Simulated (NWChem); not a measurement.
## Correlation energy of H₆PSi₂

```
P
Si 1 2.2612
H 2 1.4930 1 109.45
H 2 1.4970 3 109.02 1 -119.33
H 2 1.4974 3 109.07 4 -118.27
Si 1 2.2612 2 94.56 3 167.15
H 6 1.4930 1 109.45 2 167.15
H 6 1.4970 7 109.02 1 -119.33
H 6 1.4974 7 109.07 8 -118.27
```
Charge 0, spin multiplicity 2.

All runs are NWChem calculations. The geometry was optimised at UPBE0/def2-SVP, a minimum by its harmonic frequencies.

Basis set: 6-31G*. Each correlation energy counts from its own Hartree-Fock reference.

```tsv
method	correlation energy (mHa)
CCSD[T] on UHF	-307.7
SCS-UMP2	-252.1
UMP2	-242.1
CCSD on UHF	-298.4
CCSD(T) on ROHF	-311.3
CCSD on ROHF	-302.1
CCSD(T) on UHF	-307.4
CCSD[T] on ROHF	-311.5
```

The values span 69.4 mHa, from CCSD[T] on ROHF (lowest) to UMP2 (highest). 

The correlated methods keep 15 core orbitals frozen. The Pople sets run with spherical d functions. The structure started from a generated list of species. The unpaired electrons of the parent sit in orbitals of symmetry b (C2 labels of the run); other states weren't searched. No SCF solution was tested for a lower state. Open-shell Hartree-Fock references start from PBE0 orbitals. No row is a measurement; the coupled-cluster row has its own basis-set and correlation limits.
